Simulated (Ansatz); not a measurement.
A CCSD(T) single point on C3H6BCl, SMILES `CB/C=C/Cl`.

```yaml
crystal:
  periodic: [false, false, false]
  atoms:
    - {symbol: C, position_ang: [-1.245019, -0.073077, 0.970961]}
    - {symbol: B, position_ang: [0.280105, 0.248451, 0.905390]}
    - {symbol: C, position_ang: [1.154418, 0.170469, -0.363784]}
    - {symbol: C, position_ang: [0.638522, -0.197273, -1.536881]}
    - {symbol: Cl, position_ang: [1.532731, -0.312450, -2.995251]}
    - {symbol: H, position_ang: [-1.416377, -0.851864, 1.724144]}
    - {symbol: H, position_ang: [-1.778604, 0.804052, 1.357615]}
    - {symbol: H, position_ang: [-1.730182, -0.383816, 0.044046]}
    - {symbol: H, position_ang: [0.819506, 0.585385, 1.924803]}
    - {symbol: H, position_ang: [2.213590, 0.412572, -0.334645]}
    - {symbol: H, position_ang: [-0.403291, -0.459447, -1.675900]}
basis:
  gaussian: {orbitals: def2-TZVPP}
correlation: {method: ccsd_t}
```

```sh
$ ansatz run in.yaml --threads 4 --pin off --events-out ev --progress --plain --max-ram 10444MiB
```

The program prints (abridged):

```
Functional definition: HF
1471 factors; integrals over basis functions are off by at most 1.2e-3 eV
mean field evaluation 1: about -16358.8642 eV, gradient 3.7e1 eV
mean field evaluation 2: about -16359.0876 eV, gradient 3.7e1 eV
mean field evaluation 4: about -16362.8391 eV, gradient 4.1e0 eV
mean field evaluation 8: about -16362.9191 eV, gradient 4.0e-1 eV
mean field evaluation 16: about -16362.9205 eV, gradient 1.5e-6 eV
mean field -16362.92051968 eV, -601.3262379125 hartree, gradient 1.5e-6 eV, S^2 0.000000; 0 other end points of the search recorded, 0 dependent functions left out; unrestricted orbitals would lower it
9 core orbitals not correlated: weight in the atoms' cores, before any rotation towards them, 1.000 or more for the frozen orbitals, at most 0.000 for the correlated occupied ones
reference -16362.92051968 eV, -601.3262379125 hartree; 14, 14 occupied and 227, 227 virtual orbitals, 1471 factors
second order -21.35091830 eV of doubles, -0.00000000 eV of singles
cycle   1  -22.12704885 eV  change   -7.8e-1 eV  update   9.8e-2
cycle   2  -22.66647872 eV  change   -5.4e-1 eV  update   2.9e-2
cycle   3  -22.77408823 eV  change   -1.1e-1 eV  update   1.4e-2
cycle   4  -22.76778721 eV  change    6.3e-3 eV  update   3.5e-3
cycle   5  -22.76702071 eV  change    7.7e-4 eV  update   1.7e-3
cycle   6  -22.76713795 eV  change   -1.2e-4 eV  update   4.9e-4
cycle   7  -22.76700627 eV  change    1.3e-4 eV  update   2.3e-4
cycle   8  -22.76698846 eV  change    1.8e-5 eV  update   9.0e-5
cycle   9  -22.76699055 eV  change   -2.1e-6 eV  update   3.5e-5
perturbative correction -1.01749095 eV, -0.0373921029 hartree
Total energy: -16386.70500119 eV, -602.2003014860 hartree
```

It took 71 s on 4 threads of an INTEL XEON PLATINUM 8581C on a shared host, with 5.4 GiB of host memory at the peak.

MP2 recovers 89.8 % of the CCSD(T) correlation energy and the triples give 4.3 %; T1 = 0.0110.
